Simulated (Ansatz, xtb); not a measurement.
## Isomers of C4H6FN3 in order of energy

4 gas-phase structures of C4H6FN3, from a drawn sample of its isomers (lower ones may exist). Each was relaxed with GFN2-xTB; where two conformers were screened, the lower at r2SCAN-D4/def2-SVP is listed:

A. `Cc1nn(C)nc1F`, a singlet
B. `CCn1ncc(F)n1`, a singlet
C. `FCCc1ncn[nH]1`, a singlet
D. `Cc1n[nH]c(CF)n1`, a singlet

Q: Which do you expect lowest at r2SCAN-D4/def2-SVP, and how would the others follow?

A: Calculated order at r2SCAN-D4/def2-SVP: D (0.0), C (1.1), A (14.3), B (17.2) kcal/mol.

Energies above the lowest of each column, in kcal/mol; the last columns are at B3LYP-D3(BJ)/def2-SVP geometries (a dash: not run or not comparable):

```csv
structure,GFN2-xTB,HF/STO-3G,r2SCAN-D4/def2-SVP,B3LYP-D3(BJ)/def2-SVP,CCSD(T)/def2-SVP + ΔMP2/def2-TZVPP
D,0.0,0.0,0.0,0.0,0.0
C,2.2,1.8,1.1,0.6,0.8
A,7.1,6.1,14.3,15.3,–
B,9.6,8.4,17.2,17.5,–
```

Every level run on D puts it lowest or level with the lowest. Some further structures that were screened fall inside this span and aren't listed. Flexible structures stand in one conformer each, not always the lowest. Frequencies (GFN2-xTB) were run for C, D alone. ΔMP2 is the change of the MP2 energy from the smaller to the larger basis.

Over these structures GFN2-xTB departs from r2SCAN-D4/def2-SVP by 4.0 kcal/mol on average once a common shift is removed. A GFN2-xTB relaxation took about 0.054 s and the r2SCAN-D4/def2-SVP energy about 1.8 s on a shared host (Ansatz 0.2.0, xtb 6.7.1).
